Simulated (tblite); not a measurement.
C₆H₁₁N.
Bonds: C1–C2 (triple), C2–C3, C3–C4, C4–N5, N5–C6, C6–C7. Hydrogens: H8 on C1; H9, H10 on C3; H11, H12 on C4; H13 on N5; H14, H15 on C6; H16, H17, H18 on C7.

Computed with GFN2-xTB (tblite), gas phase: Langevin dynamics at 300 K from the optimised GFN2-xTB geometry, time step 0.5 fs, friction 0.01 fs⁻¹, 2000 steps. The instantaneous temperature is 2·E(kin)/(3Nk) with all 3N coordinates.

```tsv
t (fs)	T (K)	E(pot) above start (eV)	C1≡C2 (Å)	C2–C3 (Å)	C3–C4 (Å)	C4–N5 (Å)	N5–C6 (Å)	C1–H8 (Å)	C2–C3–C4–N5 (°)
0	254	0.000	1.196	1.447	1.532	1.449	1.450	1.049	-175
25	207	0.345	1.185	1.448	1.544	1.504	1.440	1.050	-176
50	255	0.253	1.203	1.473	1.522	1.489	1.443	1.025	-175
75	214	0.380	1.209	1.467	1.495	1.454	1.454	1.097	-178
100	191	0.476	1.208	1.453	1.512	1.392	1.418	1.045	-178
125	236	0.509	1.177	1.502	1.511	1.431	1.476	1.044	-175
150	274	0.551	1.204	1.500	1.515	1.476	1.451	1.084	-177
175	296	0.558	1.229	1.469	1.457	1.491	1.416	1.035	179
200	340	0.481	1.191	1.454	1.483	1.513	1.456	1.110	175
225	355	0.368	1.198	1.452	1.570	1.490	1.430	1.026	-179
250	270	0.594	1.206	1.475	1.580	1.448	1.419	1.099	-170
275	252	0.530	1.209	1.442	1.512	1.383	1.462	1.011	-173
300	248	0.690	1.184	1.420	1.500	1.404	1.489	1.097	-174
325	316	0.616	1.201	1.485	1.561	1.473	1.504	1.015	-173
350	362	0.537	1.205	1.488	1.565	1.471	1.472	1.097	177
375	281	0.605	1.201	1.443	1.572	1.454	1.484	1.012	170
400	310	0.603	1.202	1.438	1.551	1.449	1.454	1.105	153
425	362	0.650	1.194	1.496	1.536	1.457	1.452	1.019	138
450	279	0.918	1.192	1.466	1.516	1.528	1.494	1.075	141
475	286	0.846	1.210	1.464	1.527	1.474	1.406	1.031	145
500	258	0.787	1.198	1.455	1.521	1.444	1.408	1.087	153
525	283	0.809	1.186	1.464	1.531	1.423	1.442	1.021	154
550	306	0.595	1.213	1.443	1.544	1.470	1.505	1.099	155
575	265	0.601	1.193	1.450	1.554	1.468	1.532	1.052	163
600	258	0.484	1.188	1.458	1.515	1.478	1.517	1.017	174
625	271	0.406	1.212	1.472	1.542	1.458	1.430	1.059	179
650	246	0.620	1.232	1.454	1.519	1.437	1.382	1.053	-176
675	182	0.675	1.171	1.434	1.516	1.446	1.412	1.055	-173
700	243	0.466	1.192	1.437	1.535	1.423	1.433	1.031	-168
725	233	0.559	1.215	1.497	1.554	1.472	1.446	1.089	-166
750	172	0.370	1.200	1.483	1.493	1.449	1.433	1.026	179
775	270	0.362	1.177	1.458	1.529	1.482	1.482	1.066	167
800	262	0.392	1.221	1.440	1.582	1.435	1.488	1.039	163
825	205	0.490	1.196	1.450	1.549	1.408	1.465	1.061	150
850	186	0.649	1.184	1.477	1.487	1.472	1.512	1.053	149
875	183	0.741	1.219	1.471	1.524	1.457	1.432	1.054	156
900	245	0.545	1.214	1.440	1.559	1.478	1.457	1.083	170
925	228	0.679	1.179	1.479	1.576	1.472	1.447	1.041	180
950	257	0.592	1.205	1.465	1.550	1.435	1.430	1.065	173
975	250	0.528	1.223	1.444	1.545	1.482	1.458	1.043	175
1000	290	0.658	1.186	1.416	1.544	1.471	1.476	1.074	-179
```

**Question.** From 500 fs on, how do temperature and potential energy compare with equipartition?

**Answer.** The mean temperature of these 21 frames is 243 K against the target 300 K, and the mean potential energy 0.57 eV against 48 × kT/2 = 0.62 eV for 48 classical harmonic modes. For 18 atoms in a canonical ensemble the temperature itself scatters by T·√(2/(3N)) = 58 K; here its standard deviation is 37 K. The whole run lasts only 10 friction times of 100 fs, so these averages carry a wide statistical error.

**Question.** What are the kinetic and total energies of the listed frame with the highest potential energy?

**Answer.** The one at 450 fs, 0.918 eV above the start. Its kinetic energy is 3NkT/2 = 0.650 eV at 279 K, so the sum is 1.57 eV; over the listed frames the sum runs from 0.59 to 1.57 eV, since the thermostat adds and removes energy.

**Question.** How much do the listed bonds fluctuate from 500 fs on?

**Answer.** 
```tsv
bond	at the start (Å)	mean (Å)	standard deviation (Å)
C1≡C2	1.196	1.200	0.017
C2–C3	1.447	1.457	0.019
C3–C4	1.532	1.537	0.023
C4–N5	1.449	1.455	0.021
N5–C6	1.450	1.457	0.038
C1–H8	1.049	1.056	0.022
```

The motion is classical and holds no zero-point motion.

What follows is the cost of the whole dynamics run. On an AMD EPYC 7R43 with one thread, no GPU, shared host, this took 17 s wall and 0.18 GiB of memory at its peak.
